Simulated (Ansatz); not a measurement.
Process, species as SMILES: Br[SiH]Br -> Br[SiH-]Br (an electron is taken up)
Geometries: B3LYP-D3(BJ)/def2-TZVP minima from Ansatz (a first-principles code).
Geometry of the first species:
```
Si
H 1 1.4868
Br 1 2.2332 2 107.39
Br 1 2.2332 2 107.39 3 -119.68
```
Charge 0, spin multiplicity 2.

Quantity: adiabatic electron affinity (electronic energy difference), positive where the reaction releases energy, in eV. Valence correlation only, unless marked. Open shells are spin-unrestricted. No spin-orbit coupling. The frozen core is the preceding noble-gas configuration, with the filled d and f shells of earlier blocks. Non-relativistic. Anions need diffuse functions: def2-D sets add few; the other sets have none. CBS marks a two-point X^-3 extrapolation of the correlation energy; Hartree-Fock from the larger set.

| level | program | adiabatic electron affinity (eV) |
|---|---|---|
| SVWN5/def2-TZVPD | Ansatz | 2.55 |
| PBE-D4/def2-TZVPD | Ansatz + dftd4 | 2.47 |
| PBE0/STO-3G | Ansatz | -1.36 |
| r2SCAN0-D4/def2-TZVPD | Ansatz + dftd4 | 2.33 |
| HSE06/def2-TZVPD | Ansatz | 2.41 |
| CAM-B3LYP/def2-TZVPD | Ansatz | 2.56 |
| wB97X-V/def2-TZVPD | Ansatz | 2.50 |
| B2PLYP-D3(BJ)/def2-TZVPD | Ansatz + dftd3 | 2.48 |
| RPA@PBE/def2-QZVPP | Ansatz | … |
| SCS-MP2/6-31G | Ansatz | 2.73 |
| SCS-MP2/def2-TZVPPD | Ansatz | 2.44 |
| CCSD/STO-3G | Ansatz | -2.21 |
| CCSD/def2-TZVPPD | Ansatz | 2.46 |
| CCSD(T)/CBS(def2-TZVPPD,def2-QZVPPD) | Ansatz | … |

Task: Complete the blanks.

Result: 
- RPA@PBE/def2-QZVPP, adiabatic electron affinity (eV): 2.80
- CCSD(T)/CBS(def2-TZVPPD,def2-QZVPPD), adiabatic electron affinity (eV): 2.59
